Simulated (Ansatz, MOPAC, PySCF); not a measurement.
Complex: CH2O (SMILES C=O) (first 4 atoms) with CH6Si (SMILES C[SiH3]); geometry from B3LYP-D3(BJ)/def2-TZVP, rigid monomers moved along the line of their centres of mass till O2···Si6 is 5.87 Å.
(charge 0, multiplicity 1):
```xyz
12

C      0.1719     0.2339    -0.2802
O     -0.8160    -0.0347     0.3457
H      1.1505     0.3876     0.2113
H      0.1531     0.3413    -1.3812
C     -1.3200    -0.7502     6.3569
Si     0.4697    -0.2825     6.0693
H     -1.3936    -1.7318     6.8289
H     -1.8548    -0.7804     5.4077
H     -1.8105    -0.0254     7.0094
H      1.2077    -0.2374     7.3582
H      0.5906     1.0553     5.4397
H      1.1578    -1.2664     5.1975
```

Monomers are frozen at their geometry in the pair; levels with a basis set take the counterpoise correction. Rows marked so take none.

Correlated levels freeze the cores. Rows in 3-21G, 6-31G* carry no dispersion term and start afresh at each structure (6-31G* with six Cartesian d functions). MP2/6-31G* freezes PySCF's default core. The state reached by AM1, PM3, PM7 isn't checked; PM7 holds dispersion and hydrogen-bond terms.

Codes used: Ansatz (a first-principles code); MOPAC for AM1, PM3, PM7 (differences of heats of formation); PySCF for 3-21G rows, 6-31G* rows, the dispersion terms. Each number belongs to the level named beside it.

Other levels give for the interaction energy: PBE/def2-TZVPPD -0.7; B3LYP/def2-TZVPPD -0.6; B3LYP-D3(BJ)/def2-TZVPPD -1.1; wB97M-V/def2-TZVPPD -1.1; CCSD(T)/aug-cc-pV(D+d)Z -1.0 kJ/mol.

Common cheap choices:

```
level                          interaction energy (kJ/mol)
-----------------------------  ---------------------------
AM1                                                   -0.3
PM3                                                    0.1
PM7                                                   -0.1
HF/3-21G (no counterpoise)                            -0.9
HF/6-31G*                                             -0.8
BP86/6-31G* (no counterpoise)                         -0.6
B3LYP/3-21G (no counterpoise)                         -0.6
MP2/6-31G* (no counterpoise)                          -0.9
```
